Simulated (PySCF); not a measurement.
**Structure from NMR data**

Molecular formula: C$_{4}$H$_{8}$F$_{2}$O$_{2}$. Simulated spectra:

1H NMR (400 MHz, computed): δ 3.54 (s, 3H), 3.41 (t, J = 2.0 Hz, 3H), 3.39 (t, J = 13.2 Hz, 2H).

13C{1H} NMR (computed): δ 126.1 (C, t, J = 331.4 Hz), 73.4 (CH2, t, J = 28.2 Hz), 60.3 (CH3), 48.3 (CH3, t, J = 8.8 Hz).

- structure optimised with PBE0-D3(BJ)/def2-SVP
- σ from GIAO-B97-2/pcSseg-1
- J couplings at B3LYP/pcJ-1 (spin–dipole term only in couplings to heteroatoms)
- run in PySCF
- fast rotation and ring inversion assumed for equivalent nuclei, single conformer, non-relativistic, gas phase

Referencing at the same level of theory: TMS for 1H (31.38 ppm), 13C (183.69 ppm).

Task: Which candidate is it?
A. CO[C@@H](F)[C@@H](F)OC
B. CCOC(F)(F)OC
C. CO[C@@H](F)[C@H](F)OC
D. COCC(F)(F)OC
E. COC(OC)C(F)F

Result: D. 

- Rings plus π bonds: 0.
- 4 carbon signals for 4 carbons: no two carbons are equivalent.
- Carbon types of the structure: 1 × C, 1 × CH2, 2 × CH3, which accounts for all hydrogens.
- δC 126.1: fully substituted sp3 carbon bonded to 2 F and O; 3 electronegative neighbours deshield it.
- δC 73.4: sp3 CH2 bonded to O; the inductive effect lowers its shielding.
- δC 60.3, 48.3: methyl carbon bonded to O; deshielded by the electronegative neighbour.
- δH 3.54, 3.41: hydrogen on a methyl carbon bonded to O; its carbon carries O, hence the downfield position.
- δH 3.39: hydrogen on an sp3 CH2 bonded to O; its carbon carries O, hence the downfield position.

The others: CO[C@@H](F)[C@H](F)OC would give 2 carbon signals, not 4; CO[C@@H](F)[C@@H](F)OC would give 2 carbon signals, not 4; CCOC(F)(F)OC has carbons computed at 127.2, 62.3, 52.3, 18.4; COC(OC)C(F)F would give 3 carbon signals, not 4.

C–F couplings over four or more bonds (about 3 Hz to the para carbon of a fluoroarene) are left out. Common functionals overestimate the size of one-bond C–F couplings by tens of Hz; these are unscaled. Multiplet labels drop couplings under 1 Hz and merge nearly equal ones. Shifts are as computed. Against solution values, carbons near 30 ppm lie about +1 ppm off and those near 130 ppm about +2 ppm. Of 1313 compounds with measured shifts, 239 miss one by over three times the rms of a fit or turn the order of signals round; such compounds aren't used in these exercises. 3J across rotatable bonds or in flexible rings reflects this conformer alone.
